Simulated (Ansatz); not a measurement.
**HI (hydrogen iodide): the energy, rung by rung**

HI: 2 atoms, total charge 0, spin state singlet. SMILES: `I`. The shape was relaxed beforehand at B3LYP/def2-SVP.

```xyz
2

I    -0.6902    0.2481   -0.3494
H     0.6902   -0.2481    0.3494
```

Quantity: the adiabatic electron affinity (to the doublet anion, shapes relaxed at B3LYP/def2-SVP, no zero-point term), in eV. The values are calculated.

The electron affinity is E(neutral) − E(anion): positive where the electron is bound.

```tsv
level	kind	program	value (eV)
HF/def2-TZVPP (core potential)	Hartree–Fock	Ansatz	-0.19
SVWN5/def2-TZVPP (core potential)	LDA	Ansatz	-0.02
PBE/def2-TZVPP (core potential)	GGA	Ansatz	0.01
r2SCAN/def2-TZVPP (core potential)	meta-GGA	Ansatz	0.15
B3LYP/def2-TZVPP (core potential)	global hybrid	Ansatz	0.12
PBE0-D4/def2-TZVPP (core potential)	global hybrid	Ansatz	0.02
B2PLYP/def2-TZVPP (core potential)	double hybrid	Ansatz	-0.05
RPA@PBE/def2-TZVPP (core potential)	RPA	Ansatz	-0.05
```

Spin-orbit coupling, which can split open shells on such heavy atoms by tenths of an eV, is left out. The values span -0.19 to 0.15 eV.
